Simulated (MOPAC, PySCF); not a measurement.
H$_{3}$In, SMILES `[InH3]`, neutral singlet in the gas phase. 

Z-matrix (Å, degrees):
```
In
H 1 1.7305
H 1 1.7305 2 120.00
H 1 1.7305 2 120.00 3 180.00
```
Charge 0, spin multiplicity 1.

All levels are single points at this geometry (B3LYP-D3(BJ)/def2-TZVP); Pople sets use spherical d functions. Orbital energies aren't observables, and empty levels follow the basis.

```tsv
level	HOMO (eV)	LUMO (eV)	gap (eV)	dipole (D)	vertical IE, Delta-SCF (eV)
ωB97X-D3(BJ)/def2-TZVP in PySCF	-10.62	-0.17	10.45	0.00	–
B3LYP/6-311+G** (LANL2DZ on In) in PySCF	-8.04	-2.00	6.03	0.00	–
B3LYP/LANL2DZ in PySCF	-8.10	-2.04	6.06	0.00	–
M06-2X/6-31G* (LANL2DZ on In) in PySCF	-9.33	-1.38	7.96	0.00	–
PM3 in MOPAC	-12.15	-3.35	8.80	0.00	–
PM6 in MOPAC	-11.37	2.72	14.09	0.00	–
```
